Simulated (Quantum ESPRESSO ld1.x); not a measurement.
Results of a calculation; reference values are marked as such.
Task: Species: a nucleus of charge 56.75 with 57 electrons. Configuration: [Xe] 5d1 6s2. Code: ld1.x of Quantum ESPRESSO 7.5. Model: non-relativistic Kohn-Sham, LDA (Slater exchange, VWN5 correlation), spin-polarised, spherical densities, point nucleus; open shells are filled with parallel spins first; relativity is left out, which matters for an element this heavy. Some entries of the table are withheld. Estimate them.

orbital,occ.,eigenvalue (hartree),r(max) (bohr)
1s down,1,-1343.00,0.018
1s up,1,-1343.00,0.018
2s up,1,-207.502,0.098
2s down,1,-207.501,0.098
2p up,3,-196.061,0.076
2p down,3,-196.060,0.076
3s up,1,-44.1619,0.276
3s down,1,-44.1613,0.276
3p up,3,-39.2360,0.263
3p down,3,-39.2354,0.263
3d up,5,-30.0322,0.212
3d down,5,-30.0314,0.212
4s up,1,-8.74954,0.640
4s down,1,-8.74812,0.640
4p up,3,-6.93513,0.650
4p down,3,-6.93370,0.650
4d up,5,-3.76168,0.677
4d down,5,-3.76002,0.677
5s up,1,-1.22572,1.48
5s down,1,-1.21486,1.48
5p up,3,-0.73787,1.63
5p down,3,-0.72474,1.62
6s up,1,(1),4.06
5d up,1,-0.08368,2.25
6s down,1,(2),4.13
5d down,0,-0.06836,2.25

Result: 
(1) 6s up eigenvalue (hartree): -0.09039
(2) 6s down eigenvalue (hartree): -0.08129
